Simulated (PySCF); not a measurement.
Predicted microwave data (PBE0/pcSseg-1 in PySCF (dipole) on a GFN2-xTB geometry, gas phase) for one isomer of C6H17PSi:

```
Rotational constants : A = 1654, B = 1038, C = 842.3 MHz
Dipole components    : |μa| = 1.10 D, |μb| = 2.67 D, |μc| = 1.61 D
Inertial defect      : -192.57 u·Å²
κ                    : -0.52
```

Task: Which candidate fits, each taken in the one conformer that was computed?
A. `[CH2:1]=[P@:2]([CH3:3])([CH2:4][SiH3:5])[CH:6]([CH3:7])[CH3:8]` with C1–P2–C4–Si5 -73°, C1–P2–C6–C7 -59°
B. `[CH3:1][CH2:2][PH:3][CH2:4][Si:5]([CH3:6])([CH3:7])[CH3:8]` with C1–C2–P3–C4 -167°, C2–P3–C4–Si5 169°
C. `[CH3:1][CH2:2][CH2:3][CH2:4][P:5]([SiH3:6])[CH2:7][CH3:8]` with C1–C2–C3–C4 178°, C2–C3–C4–P5 -58°, C3–C4–P5–Si6 -171°, C4–P5–C7–C8 -48°

Result: A. It is C=[P@](C)(C[SiH3])C(C)C, an asymmetric top, point group C1. The candidates at the same level (rigid rotor, commonest isotopes):

```
                 SMILES  A (MHz)  B (MHz)  C (MHz)  μa (D)  μb (D)  μc (D)  Δ (u·Å²)  point group                        rotor
        CCPC[Si](C)(C)C     2611    586.0    578.4    0.11    1.14    0.42   -182.22           C1  near-prolate asymmetric top
        CCCCP([SiH3])CC     2184    698.4    613.0    0.48    1.06    0.95   -130.64           C1               asymmetric top
C=[P@](C)(C[SiH3])C(C)C     1654     1038    842.3    1.10    2.67    1.61   -192.57           C1               asymmetric top
```

`CCPC[Si](C)(C)C` has A 58 % too high; `CCCCP([SiH3])CC` has B 33 % too low. No structure here is proved a minimum.
